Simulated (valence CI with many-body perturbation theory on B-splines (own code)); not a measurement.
# E1 transitions of Sn

Method: valence CI with perturbative core correlation (CI+MBPT): four valence electrons over a frozen Dirac-Fock core [Kr] 4d10, a basis of 11 s, 11 p, 9 d, 7 f, 5 g, 2 h, 1 i functions for each j, with the one-electron correlation potential Σ1, the two-electron term Σ2, the three-electron term Σ3, Breit, model QED; selected CI, second order for the rest, scaled by the run's own slope (own B-spline code, finite nucleus).

Set against measurement, 31 paired levels are off by 50 cm⁻¹ on average, the worst by 287. These come from a selection out of the NIST Handbook of Basic Atomic Spectroscopic Data. Levels without a partner in it may be off by more. Among the levels kept, up to 400 cm⁻¹ of a level comes from second order outside the variational space, and about a tenth of that is noise between levels of different J, which matters for small intervals.

Lines 1 to 50 of 207 in falling wavelength, among levels below 54266 cm⁻¹, chosen from the strongest by gf and those to the six lowest levels. Wavelengths and rates use the calculated energies, so an error of 50 cm⁻¹ moves a line at 4938 nm by 2.5 % and its rate by three times that or more. Electric multipoles are in the length gauge, E1 and E2 with the static RPA response of the core. Weak lines are less certain than strong ones. Lines between different terms over intervals too small for the method are left out, as are lines whose strength nearly cancels. Where a level lies close to another of its J and parity, the split of strength between their lines is uncertain. The highest levels of a list are the least certain.

Levels are named by their leading jj configuration (3d3/2^4 stands for four electrons in 3d with j = 3/2), which in mixed levels can hold well under half, so a name can repeat and another be missing.

| λ vac (nm) | λ from measured levels | Upper | Lower | A (s⁻¹) | log gf | Branch % |
| --- | --- | --- | --- | --- | --- | --- |
| 4938 | 4841 | (5s^2 5p3/2 5d5/2) J=2 | (5s^2 5p3/2 6p3/2) J=1 | 4.78e+04 | -1.06 | 0.0 |
| 4871 |  | (5s^2 5p1/2 6d3/2) J=1 | (5s^2 5p3/2 6p3/2) J=0 | 7.05e+04 | -1.12 | 0.1 |
| 4761 | 4616 | (5s^2 5p1/2 5d3/2) J=1 | (5s^2 5p1/2 6p1/2) J=1 | 8.03e+04 | -1.09 | 0.0 |
| 4622 | 4774 | (5s^2 5p3/2 6p3/2) J=1 | (5s^2 5p1/2 5d3/2) J=1 | 6.86e+04 | -1.18 | 0.4 |
| 4619 |  | (4f5/2 5s^2 5p1/2) J=2 | (5s^2 5p3/2 5d5/2) J=1 | 5.82e+05 | -0.03 | 3.5 |
| 4525 |  | (5s^2 5p1/2 8s) J=0 | (5s^2 5p1/2 7p1/2) J=1 | 1.18e+06 | -0.44 | 4.6 |
| 4513 |  | (5s^2 5p1/2 7d3/2) J=1 | (5s^2 5p1/2 7p1/2) J=0 | 7.47e+05 | -0.16 | 1.1 |
| 4394 | 4310 | (5s^2 5p3/2 5d5/2) J=1 | (5s^2 5p3/2 6p1/2) J=1 | 1.17e+05 | -0.99 | 0.1 |
| 4346 |  | (5s^2 5p1/2 8s) J=1 | (5s^2 5p1/2 7p1/2) J=1 | 7.67e+05 | -0.19 | 1.4 |
| 4239 |  | (4f5/2 5s^2 5p1/2) J=3 | (5s^2 5p3/2 5d3/2) J=3 | 5.58e+04 | -0.98 | 0.3 |
| 4225 |  | (4f7/2 5s^2 5p1/2) J=4 | (5s^2 5p3/2 5d3/2) J=3 | 8.84e+05 | 0.33 | 5.1 |
| 4219 |  | (4f7/2 5s^2 5p1/2) J=3 | (5s^2 5p3/2 5d3/2) J=3 | 4.98e+04 | -1.03 | 0.3 |
| 4199 |  | (5s^2 5p1/2 7p3/2) J=1 | (5s^2 5p3/2 5d5/2) J=2 | 1.36e+05 | -0.97 | 2.3 |
| 4130 |  | (5s^2 5p1/2 8p3/2) J=2 | (5s^2 5p1/2 6d5/2) J=3 | 1.84e+05 | -0.63 | 7.7 |
| 4056 |  | (5s^2 5p1/2 7d5/2) J=2 | (5s^2 5p1/2 7p3/2) J=2 | 8.05e+04 | -1.00 | 0.1 |
| 4015 |  | (5s^2 5p1/2 7p1/2) J=1 | (5s^2 5p1/2 7s) J=1 | 1.40e+06 | 0.01 | 40.5 |
| 4008 |  | (5s^2 5p1/2 7d3/2) J=1 | (5s^2 5p1/2 7p3/2) J=1 | 3.23e+05 | -0.63 | 0.5 |
| 3986 |  | (5s^2 5p1/2 7p1/2) J=1 | (5s^2 5p1/2 7s) J=0 | 7.90e+05 | -0.25 | 22.9 |
| 3962 |  | (5s^2 5p1/2 7d5/2) J=2 | (5s^2 5p1/2 7p3/2) J=1 | 1.83e+06 | 0.33 | 3.0 |
| 3790 | 3761 | (5s^2 5p3/2 5d3/2) J=3 | (5s^2 5p3/2 6p1/2) J=2 | 3.26e+05 | -0.31 | 0.2 |
| 3780 |  | (5s^2 5p1/2 7d5/2) J=3 | (5s^2 5p1/2 7p3/2) J=2 | 1.15e+06 | 0.24 | 2.8 |
| 3519 |  | (5s^2 5p1/2 7p3/2) J=1 | (5s^2 5p1/2 7s) J=1 | 9.48e+05 | -0.28 | 16.3 |
| 3514 |  | (5s^2 5p1/2 7d3/2) J=1 | (5s^2 5p1/2 7p1/2) J=1 | 6.95e+05 | -0.41 | 1.0 |
| 3497 |  | (5s^2 5p1/2 7p3/2) J=1 | (5s^2 5p1/2 7s) J=0 | 2.06e+06 | 0.05 | 35.4 |
| 3478 |  | (5s^2 5p1/2 7d5/2) J=2 | (5s^2 5p1/2 7p1/2) J=1 | 8.28e+04 | -1.12 | 0.1 |
| 3465 |  | (5s^2 5p1/2 8p1/2) J=1 | (5s^2 5p1/2 6d3/2) J=2 | 1.70e+05 | -1.04 | 15.0 |
| 3447 |  | (5s^2 5p1/2 7p3/2) J=2 | (5s^2 5p1/2 7s) J=1 | 3.09e+06 | 0.44 | 50.3 |
| 3244 |  | (5s^2 5p1/2 7d3/2) J=2 | (5s^2 5p1/2 7p3/2) J=2 | 4.67e+05 | -0.43 | 6.4 |
| 3204 |  | (5s^2 5p1/2 7p1/2) J=0 | (5s^2 5p1/2 7s) J=1 | 3.28e+06 | -0.30 | 46.1 |
| 3113 |  | (5s^2 5p3/2 7s) J=1 | (5s^2 5p3/2 6p3/2) J=0 | 1.86e+05 | -1.09 | 0.2 |
| 3056 |  | (5s^2 5p1/2 6d3/2) J=1 | (5s^2 5p3/2 6p3/2) J=2 | 5.89e+05 | -0.61 | 0.8 |
| 3000 |  | (4f5/2 5s^2 5p1/2) J=2 | (5s^2 5p3/2 5d3/2) J=1 | 9.18e+05 | -0.21 | 5.5 |
| 2863 |  | (5s^2 5p1/2 7d3/2) J=2 | (5s^2 5p1/2 7p1/2) J=1 | 1.26e+06 | -0.11 | 17.3 |
| 2829 |  | (5s^2 5p1/2 6d5/2) J=3 | (5s^2 5p3/2 6p3/2) J=2 | 4.01e+05 | -0.47 | 0.2 |
| 2758 |  | (4f7/2 5s^2 5p1/2) J=3 | (5s^2 5p3/2 5d5/2) J=2 | 9.20e+05 | -0.13 | 5.2 |
| 2544 |  | (5s^2 5p1/2 6d5/2) J=2 | (5s^2 5p3/2 6p3/2) J=3 | 1.56e+05 | -1.12 | 0.4 |
| 2515 | 2465 | (5s^2 5p3/2 5d5/2) J=3 | (5s^2 5p1/2 6p3/2) J=2 | 2.00e+05 | -0.88 | 0.2 |
| 2448 |  | (5s^2 5p1/2 7d3/2) J=1 | (5s^2 5p3/2 6p3/2) J=0 | 9.38e+05 | -0.60 | 1.4 |
| 2407 |  | (5s^2 5p3/2 7s) J=2 | (5s^2 5p3/2 6p3/2) J=2 | 5.85e+05 | -0.60 | 1.0 |
| 2308 |  | (5s^2 5p1/2 6d5/2) J=2 | (5s^2 5p3/2 6p3/2) J=1 | 1.93e+05 | -1.11 | 0.5 |
| 2287 |  | (5s^2 5p1/2 7s) J=1 | (5s^2 5p1/2 6p1/2) J=0 | 1.17e+06 | -0.56 | 2.2 |
| 2257 |  | (5s^2 5p3/2 7s) J=1 | (5s^2 5p3/2 6p3/2) J=2 | 3.33e+06 | -0.12 | 4.0 |
| 2204 |  | (5s^2 5p3/2 7s) J=2 | (5s^2 5p3/2 6p1/2) J=1 | 1.53e+06 | -0.25 | 2.6 |
| 2111 |  | (5s^2 5p1/2 7s) J=1 | (5s^2 5p1/2 6p3/2) J=2 | 5.99e+06 | 0.08 | 11.1 |
| 2092 |  | (5s^2 5p1/2 7s) J=0 | (5s^2 5p1/2 6p3/2) J=1 | 8.20e+06 | -0.27 | 12.1 |
| 2084 |  | (5s^2 5p1/2 7s) J=1 | (5s^2 5p1/2 6p3/2) J=1 | 8.20e+05 | -0.80 | 1.5 |
| 2064 |  | (4f7/2 5s^2 5p1/2) J=4 | (5s^2 5p3/2 5d5/2) J=3 | 2.74e+05 | -0.80 | 1.6 |
| 1958 |  | (5s^2 5p3/2 7s) J=2 | (5s^2 5p3/2 6p1/2) J=2 | 4.14e+06 | 0.08 | 7.1 |
| 1950 | 1929 | (5s^2 5p3/2 5d3/2) J=1 | (5s^2 5p1/2 6p1/2) J=0 | 6.80e+05 | -0.93 | 0.4 |
| 1936 |  | (4f5/2 5s^2 5p1/2) J=3 | (5s^2 5p3/2 5d3/2) J=2 | 2.91e+05 | -0.94 | 1.5 |
